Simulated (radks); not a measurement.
The numbers below are computed, except where a source is named.
Task: The beryllium ion Be+, [He] 2s1. Code: a radial shooting solver on a logarithmic mesh with Libxc functionals. Model: non-relativistic Kohn-Sham, exchange-only PBE, spin-polarised, spherical densities, point nucleus. Every spin shell is full or empty, so the densities are truly spherical. Functionals are evaluated on that one density, not self-consistently. Rank these orbital-free kinetic functionals by their error against the exact value of the orbitals, and give that value: Thomas-Fermi, von Weizsacker, TF + vW, TF + vW/5, APBEK, revAPBEK, Perdew 92, Thakkar, Pearson, LKT, PG1, DePristo-Kress, Ernzerhof.

Result: Exact: 14.2456 hartree. From best to worst, with 100 (|E| - |E exact|)/|E exact| (equal figures are ties): DePristo-Kress -0.19, APBEK +0.33, Perdew 92 +0.59, Thakkar +0.61, revAPBEK +1.17, Ernzerhof +3.34, Pearson -3.99, von Weizsacker -4.15, TF + vW/5 +9.08, Thomas-Fermi -10.09, PG1 +49.25, LKT +56.69, TF + vW +85.77.
